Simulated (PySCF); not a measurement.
H2, SMILES [H][H].

Geometry: PBE0-D3(BJ)/def2-TZVPD.

Level of theory: r2SCAN/def2-TZVPD in PySCF.

Gas-phase values at a fixed geometry.

- total energy = -1.17100 hartree
- point group = D∞h
- highest occupied level = -10.79 eV
- lowest empty level = 1.91 eV
- orbital gap = 12.69 eV
- dipole moment = 0.000 e·Å
- quadrupole, principal values (traceless, Buckingham form, about the centre of nuclear charge) = -0.30, -0.30, 0.61 D·Å
- mean static polarisability = 5.4 bohr³ (0.80 Å³)
- polarisability, principal values = 4.7, 4.7, 6.8 bohr³
